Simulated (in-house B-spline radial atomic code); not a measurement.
C III (C2+) is squeezed into an impenetrable sphere of radius R (the orbitals vanish at R). Caution: exact exchange at fractional occupations of open shells leaves self-interaction of up to several eV. Method: non-relativistic PBE0, spin-polarised, spherical fractional occupations, point nucleus. Calculated with a radial B-spline atomic code at the basis-set limit.

Energies in eV above the free ion in [He] 2s2:

```
R (bohr)  highest level (eV)   [He] 2s2  [He] 2s1 2p1  -dE/dV in [He] 2s2 (GPa)
    9.34                 -42          0         7.194                  3.74e-08
    6.52                 -42  8.657e-05         7.195                  0.000544
    4.63                 -42    0.02506         7.232                     0.289
    4.28               -41.9    0.06778         7.287                     0.895
    3.71               -41.7     0.3252         7.582                      5.46
    2.87               -39.6       2.88         10.14                      75.6
    2.53               -36.8      6.711         13.74                       223
    2.28               -33.1      12.42         18.91                       506
    1.78               -14.8       43.1         45.47                      2980
    1.38                30.7      124.4         112.3                     15700
```

Task: Does [He] 2s1 2p1 fall below [He] 2s2 under compression?

Result: Yes, between R = 1.78 and 1.38 bohr the order changes (near 1.71 bohr by linear interpolation).

The highest level is first positive in the row R = 1.38 bohr, pushed up by confinement above the zero of the free ion's potential. Each configuration is held fixed and needn't be the lowest in the sphere.
